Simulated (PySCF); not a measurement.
C8H5FS.
Atom-mapped SMILES: `[F:1][c:2]1[cH:3][cH:4][cH:5][c:6]2[cH:7][s:8][cH:9][c:10]12` (hydrogens: H11 on C3; H12 on C4; H13 on C5; H14 on C7; H15 on C9)

The same species was optimised twice, with GFN2-xTB and with PBE0-D3(BJ)/def2-SVP (PySCF), and the same property calculations (PySCF, gas phase) were run on both structures.

```csv
coordinate,GFN2-xTB,PBE0-D3(BJ)/def2-SVP,change
F1–C2 (Å),1.351,1.332,-0.019
C6–C7 (Å),1.376,1.389,+0.013
C3–C4 (Å),1.417,1.429,+0.012
C9–C10 (Å),1.375,1.386,+0.011
C5–C6 (Å),1.418,1.428,+0.010
C4–C5 (Å),1.360,1.368,+0.008
C2–C10 (Å),1.416,1.423,+0.007
C6–C10 (Å),1.440,1.447,+0.007
C7–S8 (Å),1.707,1.702,-0.005
S8–C9 (Å),1.705,1.700,-0.005
C2–C3 (Å),1.358,1.363,+0.005
C7–S8–C9 (°),92.6,93.9,+1.3
S8–C9–C10 (°),111.5,110.6,-0.9
C2–C10–C9 (°),129.5,128.7,-0.8
F1–C2–C3 (°),120.4,121.0,+0.6
C6–C7–S8 (°),112.1,111.4,-0.7
F1–C2–C10 (°),118.3,117.8,-0.5
C2–C10–C6 (°),118.0,118.4,+0.4
C6–C10–C9 (°),112.5,112.9,+0.4
```

Rotational constants: A = 2108, B = 1050, C = 701.1 MHz (GFN2-xTB) against A = 2093, B = 1050, C = 699.4 MHz (PBE0-D3(BJ)/def2-SVP). Point groups within 0.08 Å: Cs and Cs.

On the GFN2-xTB structure: lowest singlet, TDDFT (eV) 3.87 [wB97X-D/def2-SVPD]; lowest triplet, Tamm–Dancoff (eV) 2.35 [wB97X-D/def2-SVPD]; isotropic polarisability (au) 110.6 [wB97X-D/def2-SVPD]; HOMO (eV) -7.73 [wB97X-D/def2-SVPD]; LUMO (eV) -0.15 [wB97X-D/def2-SVPD]; dipole (D) 1.54 [wB97X-D/def2-SVPD]; HOMO (eV) -6.06 [PBE0/pcSseg-1]; LUMO (eV) -1.74 [PBE0/pcSseg-1]; dipole (D) 1.48 [PBE0/pcSseg-1]; GIAO shielding of F1 (ppm) 292.6 [PBE0/pcSseg-1]; GIAO shielding of C2 (ppm) 21.0 [PBE0/pcSseg-1]; GIAO shielding of C3 (ppm) 75.5 [PBE0/pcSseg-1]; GIAO shielding of C4 (ppm) 57.2 [PBE0/pcSseg-1]; GIAO shielding of C5 (ppm) 64.5 [PBE0/pcSseg-1]; GIAO shielding of C6 (ppm) 42.6 [PBE0/pcSseg-1]; GIAO shielding of C7 (ppm) 60.9 [PBE0/pcSseg-1]; GIAO shielding of S8 (ppm) 242.2 [PBE0/pcSseg-1].

**Question.** What do these properties become on the PBE0-D3(BJ)/def2-SVP structure?

**Answer.** 
| property | level | on GFN2-xTB | on PBE0-D3(BJ)/def2-SVP | change |
| --- | --- | --- | --- | --- |
| lowest singlet, TDDFT (eV) | wB97X-D/def2-SVPD | 3.87 | 3.90 | +0.03 |
| lowest triplet, Tamm–Dancoff (eV) | wB97X-D/def2-SVPD | 2.35 | 2.38 | +0.03 |
| isotropic polarisability (au) | wB97X-D/def2-SVPD | 110.6 | 111.7 | +1.1 |
| HOMO (eV) | wB97X-D/def2-SVPD | -7.73 | -7.72 | +0.01 |
| LUMO (eV) | wB97X-D/def2-SVPD | -0.15 | -0.12 | +0.03 |
| dipole (D) | wB97X-D/def2-SVPD | 1.54 | 1.39 | -0.15 |
| energy, GFN2-xTB geometry as zero (kcal/mol) | wB97X-D/def2-SVPD | 0.0 | -0.9 | -0.9 |
| HOMO (eV) | PBE0/pcSseg-1 | -6.06 | -6.05 | +0.01 |
| LUMO (eV) | PBE0/pcSseg-1 | -1.74 | -1.70 | +0.04 |
| dipole (D) | PBE0/pcSseg-1 | 1.48 | 1.34 | -0.14 |
| energy, GFN2-xTB geometry as zero (kcal/mol) | PBE0/pcSseg-1 | 0.0 | -0.3 | -0.3 |
| GIAO shielding of F1 (ppm) | PBE0/pcSseg-1 | 292.6 | 294.9 | +2.3 |
| GIAO shielding of C2 (ppm) | PBE0/pcSseg-1 | 21.0 | 21.3 | +0.3 |
| GIAO shielding of C3 (ppm) | PBE0/pcSseg-1 | 75.5 | 74.5 | -1.0 |
| GIAO shielding of C4 (ppm) | PBE0/pcSseg-1 | 57.2 | 54.6 | -2.6 |
| GIAO shielding of C5 (ppm) | PBE0/pcSseg-1 | 64.5 | 62.4 | -2.1 |
| GIAO shielding of C6 (ppm) | PBE0/pcSseg-1 | 42.6 | 40.3 | -2.3 |
| GIAO shielding of C7 (ppm) | PBE0/pcSseg-1 | 60.9 | 60.4 | -0.5 |
| GIAO shielding of S8 (ppm) | PBE0/pcSseg-1 | 242.2 | 240.1 | -2.1 |

The heavy atoms differ by 0.013 Å rms after alignment. Among bonds between heavy atoms F1–C2 changes most (-0.019 Å). Changes are differences of the printed values. Neither structure is proved a minimum here.

wB97X-D is run here without its empirical dispersion term; that term would change no orbital, density or response property at a fixed geometry.
